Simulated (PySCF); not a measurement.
## Computed vibrations of [BiBr2]+

[BiBr2]+ (singlet). PySCF 2.14.0, RKS PBE, Bi def2-SVP with ECP60, Br def2-SVP; non-relativistic Hamiltonian with scalar-relativistic core potentials where named; density fitting; no spin-orbit coupling. Central differences of gradients.

```xyz
3

Bi    0.0000    0.0000    0.0000
Br    0.0000    0.0000    2.6410
Br    0.0000    0.0000   -2.6410
```

Run from Python with OMP_NUM_THREADS=2. Where DIIS fails, smearing, a level shift and second-order steps follow.
It took 10 s on 2 threads of Arm Neoverse V1, with other jobs on the host.

(1) What are the harmonic wavenumbers and infrared intensities?

(2) Is this a minimum?

Answers

(1) Modes are labelled in D∞h; negative numbers are unstable modes, those under 60 cm⁻¹ near the noise; a finer grid moves soft modes by up to 10 cm⁻¹.
```csv
cm⁻¹,km/mol,symmetry
-81,–,πu
-81,–,πu
199,0.0,σg+
222,42.2,σu+
```

(2) No: 2 unstable; the lowest moves the atoms so:
```
Bi   0.00  0.47  0.00
Br   0.00 -0.62  0.00
Br   0.00 -0.62  0.00
```
